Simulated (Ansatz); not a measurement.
Species: H2AlBr, SMILES `[AlH2][Br]` (charge 0, multiplicity 1).

Question: Give a relaxed geometry from B3LYP-D3(BJ)/def2-TZVP (Ansatz, a first-principles code).

Answer: the end point of this relaxation (outside a Z-matrix the atoms follow the SMILES, hydrogens last).
Z-matrix (Å, degrees):
```
Al
H 1 1.5694
H 1 1.5694 2 124.83
Br 1 2.2671 2 117.58 3 180.00
```
